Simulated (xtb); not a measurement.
BF$_{3}$, charge +1, doublet, from a rough starting geometry (a state made from the parent by changing its charge; the spin is typed, not shown lowest); GFN2-xTB run with xtb.

xtb was given this input:
```
$ xtb mol.xyz --gfn 2 --chrg 1 --uhf 1 --opt vtight --json

# file mol.xyz
4

B      0.04341890    -0.02664457     0.03459377
F     -1.13860545    -0.66973781    -0.02079408
F      0.00537104     1.20370046    -0.49864630
F      1.10060295    -0.49723388     0.46858307
```

Task: Predict the main parts of the log of this xtb run.

Result: 
```
   ID    Z sym.   atoms
    1    5 B      1
    2    9 F      2-4

           -------------------------------------------------
          |                Calculation Setup                |
           -------------------------------------------------

           -------------------------------------------------
          |                 G F N 2 - x T B                 |
           -------------------------------------------------

          ...................................................
          :                      SETUP                      :
          :.................................................:
          :  # basis functions                  16          :
          :  # atomic orbitals                  16          :
          :  # shells                            8          :
          :  # electrons                        23          :
          :  max. iterations                   250          :
          :  Hamiltonian                  GFN2-xTB          :
          :  restarted?                      false          :
          :  GBSA solvation                  false          :
          :  PC potential                    false          :
          :  electronic temp.          300.0000000     K    :
          :  accuracy                    1.0000000          :
          :  -> integral cutoff          0.2500000E+02      :
          :  -> integral neglect         0.1000000E-07      :
          :  -> SCF convergence          0.1000000E-05 Eh   :
          :  -> wf. convergence          0.1000000E-03 e    :
          :  Broyden damping             0.4000000          :
          :  net charge                          1          :
          :  unpaired electrons                  1          :
          ...................................................

 iter      E             dE          RMSdq      gap      omega  full diag
   1    -14.8839359 -0.148839E+02  0.930E+00    7.54       0.0  T
   2    -14.7326328  0.151303E+00  0.743E+00    7.59       1.0  T
   3    -14.8520785 -0.119446E+00  0.532E+00    7.00       1.0  T
   4    -14.7973709  0.547077E-01  0.510E+00    7.05       1.0  T
   5    -14.8515367 -0.541659E-01  0.367E+00    7.34       1.0  T
   6    -14.8820494 -0.305127E-01  0.259E+00    7.88       1.0  T
   7    -14.8899705 -0.792117E-02  0.213E+00    7.91       1.0  T
   8    -14.8081681  0.818024E-01  0.433E+00    7.99       1.0  T
   9    -14.8383728 -0.302046E-01  0.364E+00    8.08       1.0  T
[...]
         :: total energy             -14.852717270270 Eh    ::
 * total energy  :   -14.8527173 Eh     change        0.1356888E-09 Eh
 * total energy  :   -14.8547559 Eh     change       -0.2038674E-02 Eh
 * total energy  :   -14.8541626 Eh     change        0.5933408E-03 Eh
 * total energy  :   -14.8563215 Eh     change       -0.2158931E-02 Eh
 * total energy  :   -14.8563462 Eh     change       -0.2463604E-04 Eh
 * total energy  :   -14.8563972 Eh     change       -0.5100830E-04 Eh
 * total energy  :   -14.8564122 Eh     change       -0.1501627E-04 Eh
 * total energy  :   -14.8564208 Eh     change       -0.8572764E-05 Eh
 * total energy  :   -14.8564215 Eh     change       -0.7405708E-06 Eh
 * total energy  :   -14.8564216 Eh     change       -0.1223702E-06 Eh
 * total energy  :   -14.8564216 Eh     change       -0.1041493E-07 Eh
   *** GEOMETRY OPTIMIZATION CONVERGED AFTER 11 ITERATIONS ***
         :: total energy             -14.856421641466 Eh    ::
[...]
        14                         -0.0850738              -2.3150
        15                          0.1055225               2.8714
        16                          0.2219525               6.0396
      -------------------------------------------------------------
                  HL-Gap            0.2974267 Eh            8.0934 eV
             Fermi-level           -0.8126014 Eh          -22.1120 eV

     #   Z          covCN         q      C6AA      α(0)
     1   5 B        2.166     0.671    24.427    10.204
     2   9 F        0.723     0.111     8.480     3.439
     3   9 F        0.723     0.111     8.480     3.439
     4   9 F        0.722     0.107     8.509     3.445

 Mol. C6AA /au·bohr⁶  :        178.493439
 Mol. C8AA /au·bohr⁸  :       4308.547821
 Mol. α(0) /au        :         20.526193

Wiberg/Mayer (AO) data.
largest (>0.10) Wiberg bond orders for each atom

 ---------------------------------------------------------------------------
     #   Z sym  total        # sym  WBO       # sym  WBO       # sym  WBO
 ---------------------------------------------------------------------------
     1   5 B    3.288 --     4 F    1.131     2 F    1.079     3 F    1.078
     2   9 F    1.335 --     1 B    1.079     3 F    0.189
     3   9 F    1.334 --     1 B    1.078     2 F    0.189
     4   9 F    1.263 --     1 B    1.131
 ---------------------------------------------------------------------------

Topologies differ in total number of bonds
Writing topology from bond orders to xtbtopo.mol

molecular dipole:
                 x           y           z       tot (Debye)
 q only:        0.019      -0.002      -0.001
   full:        0.032      -0.008       0.004       0.084
molecular quadrupole (traceless):
                xx          xy          yy          xz          yz          zz
 q only:        0.443       0.092       0.277       0.336      -0.491      -0.720
  q+dip:       -0.091       0.038      -0.001      -0.074       0.065       0.092
   full:       -0.475       0.125      -0.074      -0.379       0.384       0.549

optimized geometry written to: xtbopt.xyz

           -------------------------------------------------
          | TOTAL ENERGY              -14.856421641466 Eh   |
          | GRADIENT NORM               0.000047916028 Eh/α |
          | HOMO-LUMO GAP               8.093391794503 eV   |
           -------------------------------------------------

normal termination of xtb
```
